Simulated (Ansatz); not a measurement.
beryllium atom (Be), singlet; B97M-V/6-31G** in Ansatz (a first-principles code).

The Ansatz input:
Ansatz 0.2 input:
```yaml
crystal:
  periodic: [false, false, false]
  atoms:
    - {symbol: Be, position_ang: [0.00000000, 0.00000000, 0.00000000]}
basis:
  gaussian:
    orbitals: 6-31G__.json
hamiltonian:
  xc: {name: B97M-V}
```
The basis file holds 6-31G** in the JSON format of the Basis Set Exchange.

Output, abridged:

```
Functional definition: B97M-V
118 factors; their error is unknown
mean field evaluation 1: about -399.5490 eV, gradient 2.0e-1 eV
mean field evaluation 2: about -399.5490 eV, gradient 3.7e-2 eV
mean field evaluation 4: about -399.5349 eV, gradient 2.0e-2 eV
mean field evaluation 8: about -399.5349 eV, gradient 2.3e-5 eV
mean field -399.53492740 eV, -14.6826377674 hartree, gradient 2.3e-5 eV, S^2 0.000000; 0 other end points of the search recorded, 0 dependent functions left out
reference -399.53495775 eV, -14.6826388827 hartree; 2, 2 occupied and 13, 13 virtual orbitals, 118 factors
Total energy: -399.53495775 eV, -14.6826388827 hartree
```
